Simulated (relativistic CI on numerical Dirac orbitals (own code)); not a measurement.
d1 to d9 in one octahedral field

Computed with a parametric ligand-field model without spin-orbit coupling, by exact diagonalisation: B = 610, C = 2550, 10Dq = 13600 cm⁻¹ (Oh; |10Dq|/B = 22.3) for every shell. Energies in cm⁻¹; the field energy is (0.6 n_e − 0.4 n_t2) × 10Dq of the ground term; g labels are left out.

| Shell | Ground term | Electrons in e | Field energy | First spin-allowed bands | Lowest term of other spin |
| --- | --- | --- | --- | --- | --- |
| d1 | 2T2 | 0.000 | -5440 | 2E 13600 |  |
| d2 | 3T1 | 0.033 | -10429 | 3T2 12448, 3T1 20445 | 1T2 9103 |
| d3 | 4A2 | 0.000 | -16320 | 4T2 13600, 4T1 19513 | 2E 12090 |
| d4 | 5E | 1.000 | -8160 | 5T2 13600 | 3T1 1715 |
| d5 | 6A1 | 2.000 | 0 | none | 2T2 5333 |
| d6 | 1A1 | 0.061 | -31810 | 1T1 12114, 1T2 19292 | 5T2 5407 |
| d7 | ? | ? | ? | ? | ? |
| d8 | 3A2 | 2.000 | -16320 | 3T2 13600, 3T1 19513 | 1E 9820 |
| d9 | 2E | 3.000 | -8160 | 2T2 13600 |  |

**Question.** Fill in the row of d7.

**Answer.** Ground term: 2E; Electrons in e: 1.048; Field energy: -23832; First spin-allowed bands: 2T1 11981, 2T2 12469; Lowest term of other spin: 4T1 1338. Low spin: d6, d7; the other shells keep the spin of the free ion. Only d4 to d7 can choose; the field needed to pair spins is smallest for d6 and largest for d5, which loses most exchange energy. In the strong-field picture 10Dq must exceed about 6B + 5C = 16410 (d4), 7.5B + 5C = 17325 (d5), 2.5B + 4C = 11725 (d6) and 4B + 4C = 12640 (d7); mixing of terms shifts these bounds somewhat.
